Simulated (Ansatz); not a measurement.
SiF₅, that is [SiF5]- with one electron fewer, relaxed as a doublet with UKS PBE0-D4/def2-SVPD in Ansatz, starting from the PBE0-D4/def2-SVPD geometry of the charge -1 singlet. Force threshold 0.02 eV/Å.

In the doublet geometry the species has come apart into loosely held pieces.

Start:

```
atom   x (Å)   y (Å)   z (Å)
 Si1   0.000   0.000   0.000
  F2  -1.208   1.127   0.349
  F3   1.206  -1.127  -0.350
  F4  -0.050   0.440  -1.594
  F5  -0.974  -1.216   0.556
  F6   1.026   0.776   1.039
```

```json
{"step": "1", "energy (eV)": "-21436.2751", "largest force component (eV/Å)": "0.973", "SCF passes": "52"}
{"step": "2", "energy (eV)": "-21436.3443", "largest force component (eV/Å)": "1.071", "SCF passes": "38"}
{"step": "3", "energy (eV)": "-21436.5419", "largest force component (eV/Å)": "1.144", "SCF passes": "41"}
{"step": "4", "energy (eV)": "-21436.5983", "largest force component (eV/Å)": "0.704", "SCF passes": "29"}
{"step": "5", "energy (eV)": "-21436.6364", "largest force component (eV/Å)": "0.657", "SCF passes": "27"}
{"step": "6", "energy (eV)": "-21436.6492", "largest force component (eV/Å)": "0.236", "SCF passes": "25"}
{"step": "7", "energy (eV)": "-21436.6505", "largest force component (eV/Å)": "0.041", "SCF passes": "27"}
{"step": "8", "energy (eV)": "-21436.6507", "largest force component (eV/Å)": "0.018", "SCF passes": "28"}
{"step": "9", "energy (eV)": "-21436.6508", "largest force component (eV/Å)": "0.030", "SCF passes": "27"}
{"step": "10", "energy (eV)": "-21436.6510", "largest force component (eV/Å)": "0.095", "SCF passes": "29"}
{"step": "11", "energy (eV)": "-21436.6522", "largest force component (eV/Å)": "0.255", "SCF passes": "27"}
{"step": "12", "energy (eV)": "-21436.6608", "largest force component (eV/Å)": "0.671", "SCF passes": "27"}
{"step": "13", "energy (eV)": "-21436.7145", "largest force component (eV/Å)": "1.499", "SCF passes": "34"}
{"step": "14", "energy (eV)": "-21436.8299", "largest force component (eV/Å)": "1.003", "SCF passes": "33"}
{"step": "15", "energy (eV)": "-21436.8838", "largest force component (eV/Å)": "0.789", "SCF passes": "32"}
{"step": "16", "energy (eV)": "-21436.9478", "largest force component (eV/Å)": "0.707", "SCF passes": "28"}
{"step": "17", "energy (eV)": "-21437.0082", "largest force component (eV/Å)": "0.471", "SCF passes": "36"}
{"step": "18", "energy (eV)": "-21437.1233", "largest force component (eV/Å)": "0.469", "SCF passes": "37"}
{"step": "19", "energy (eV)": "-21437.1903", "largest force component (eV/Å)": "0.807", "SCF passes": "32"}
{"step": "20", "energy (eV)": "-21437.2342", "largest force component (eV/Å)": "0.386", "SCF passes": "33"}
{"step": "21", "energy (eV)": "-21437.2487", "largest force component (eV/Å)": "0.079", "SCF passes": "37"}
{"step": "22", "energy (eV)": "-21437.2497", "largest force component (eV/Å)": "0.059", "SCF passes": "35"}
{"step": "23", "energy (eV)": "-21437.2508", "largest force component (eV/Å)": "0.035", "SCF passes": "38"}
{"step": "24", "energy (eV)": "-21437.2511", "largest force component (eV/Å)": "0.005", "SCF passes": "37"}
{"step": "25", "energy (eV)": "-21437.2514", "largest force component (eV/Å)": "0.022", "SCF passes": "42"}
{"step": "26 (rejected)", "energy (eV)": "-21437.2514", "largest force component (eV/Å)": "0.021", "SCF passes": "43"}
{"step": "27", "energy (eV)": "-21437.2515", "largest force component (eV/Å)": "0.011", "SCF passes": "36"}
```

Force components are those of the run's own axes.

End:

```xyz
6

Si    0.411   -0.302   -0.130
F    -2.070    1.535    0.651
F     1.511   -1.412   -0.438
F     0.023    0.440   -1.483
F    -0.878   -1.007    0.488
F     1.002    0.746    0.911
```

Bonds lost: Si1–F2 (atoms count from 1). The end holds 2 separate pieces.

The force fell under the threshold at step 8, but the optimiser went on and released 0.601 eV more. No frequencies were taken in this run, so the end may be a saddle point.

Run time 84 s (4 threads of Intel Xeon on a shared host).
